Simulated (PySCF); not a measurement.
How methods differ on the ionisation energy of Kr

Kr [Kr] (1S) → Kr⁺ [Ar] 3d10 4s2 4p5 (2P), as a difference of total energies. Calculation: PySCF 2.14, in aug-cc-pVQZ-DK (8s7p5d3f2g, 93 functions); the spin-free X2C one-electron Hamiltonian (Gaussian nucleus). Correlated levels: valence: [Ar] 3d10 frozen. The calculations carry no spin-orbit coupling.

```csv
method,ionisation energy (eV),error (eV)
UHF,13.036,-1.186
LDA,14.326,+0.104
PBE,14.021,-0.201
PBE0,14.064,-0.158
r2SCAN,14.139,-0.083
B2PLYP,14.066,-0.156
wB97X,14.007,-0.215
HSE06,14.060,-0.162
M06,13.836,-0.386
MP2 (valence),14.132,-0.090
SCS-MP2 (valence),14.064,-0.158
```

Reference: 14.222 eV (measured; NIST levels, between the centres of gravity of the two terms).

Errors of the correlated levels include the incompleteness of this basis and the frozen core.
